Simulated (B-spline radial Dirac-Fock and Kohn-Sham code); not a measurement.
**Electron momentum distribution of Dy²²⁺: Compton profiles**

System: Dy²²⁺, [Kr] 4d8.

Input of the calculation (task.json; shells as n, l, electrons):

```json
{"items": [{
  "Z": 66,
  "q": 22,
  "cfg": [[1, 0, 2], [2, 0, 2], [2, 1, 6], [3, 0, 2], [3, 1, 6], [3, 2, 10], [4, 0, 2], [4, 1, 6], [4, 2, 8]],
  "A": 164,
  "rrms": 5.2218,
  "do": ["scatter"],
  "s": [0.0, 0.09, 0.11, 0.13, 0.16, 0.19, 0.23, 0.28, 0.34, 0.41, 0.5, 0.61, 0.73, 0.89, 1.07, 1.3, 1.57, 1.9, 2.3, 2.79, 3.37, 4.08, 4.94],
  "pz": [0, 0.1, 0.2, 0.3, 0.4, 0.5, 0.6, 0.8, 1.0, 1.2, 1.4, 1.6, 1.8, 2.0, 2.5, 3.0, 4.0, 5.0, 7.0, 10.0, 15.0, 20.0, 30.0, 40.0, 60.0, 100.0],
  "hv_scatter": [2000, 10000, 30000, 50000, 100000, 200000, 500000, 1000000]
}]}
```

Launch: `python xray_run.py task.json out`

Level of theory: the impulse approximation on configuration-average Dirac-Fock orbitals; a B-spline atomic structure program. pz is in atomic units of momentum; subshell profiles are per electron, for a selection of subshells; open shells are spread over both j values by their weights.

| pz | J total | J 2p3/2 | J 3s1/2 | J 4d3/2 | J 4d5/2 |
| --- | --- | --- | --- | --- | --- |
| 0 | 2.921 | 0.0222 | 0.0924 | 0.0892 | 0.0903 |
| 0.3 | 2.914 | 0.0222 | 0.0921 | 0.0892 | 0.0903 |
| 0.4 | 2.909 | 0.0222 | 0.0918 | 0.0892 | 0.0903 |
| 0.5 | 2.903 | 0.0222 | 0.0915 | 0.0892 | 0.0903 |
| 0.6 | 2.895 | 0.0222 | 0.0911 | 0.0892 | 0.0903 |
| 0.8 | 2.875 | 0.0222 | 0.0900 | 0.0892 | 0.0903 |
| 1 | 2.849 | 0.0222 | 0.0887 | 0.0892 | 0.0903 |
| 1.2 | 2.817 | 0.0222 | 0.0871 | 0.0892 | 0.0902 |
| 1.4 | 2.779 | 0.0222 | 0.0853 | 0.0891 | 0.0901 |
| 1.6 | 2.735 | 0.0222 | 0.0832 | 0.0889 | 0.0899 |
| 1.8 | 2.685 | 0.0222 | 0.0809 | 0.0885 | 0.0896 |
| 2 | 2.629 | 0.0222 | 0.0784 | 0.0880 | 0.0890 |
| 2.5 | 2.464 | 0.0222 | 0.0715 | 0.0856 | 0.0864 |
| 3 | 2.271 | 0.0222 | 0.0640 | 0.0810 | 0.0816 |
| 4 | 1.849 | 0.0222 | 0.0484 | 0.0650 | 0.0648 |
| 5 | 1.466 | 0.0221 | 0.0342 | 0.0442 | 0.0435 |
| 7 | 0.9737 | 0.0217 | 0.0153 | 0.0137 | 0.0131 |
| 10 | 0.6261 | 0.0204 | 0.00722 | 0.00370 | 0.00375 |
| 15 | 0.3179 | 0.0164 | 0.00623 | 0.00295 | 0.00294 |
| 20 | 0.1721 | 0.0115 | 0.00301 | 0.00133 | 0.00128 |
| 30 | 0.06269 | 0.00449 | 0.000346 | 0.000185 | 0.000168 |
| 40 | 0.02824 | 0.00157 | 0.000217 | 2.95e-05 | 2.53e-05 |
| 60 | 0.008470 | 0.000216 | 0.000137 | 1.46e-06 | 1.12e-06 |
| 100 | 0.001483 | 9.84e-06 | 2.56e-05 | < 1e-6 | < 1e-6 |

J(0) = 2.921. The 4p3/2 subshell gives the largest part, 16 %.

Mean momentum ⟨p⟩ by subshell (a.u.): 1s1/2 65.4, 2s1/2 23.3, 2p1/2 30.9, 2p3/2 28.2, 3s1/2 11.8, 3p1/2 14.1, 3p3/2 13.2, 3d3/2 15.9, 3d5/2 15.6, 4s1/2 6.45, 4p1/2 7.23, 4p3/2 6.94, 4d3/2 7.73, 4d5/2 7.63.
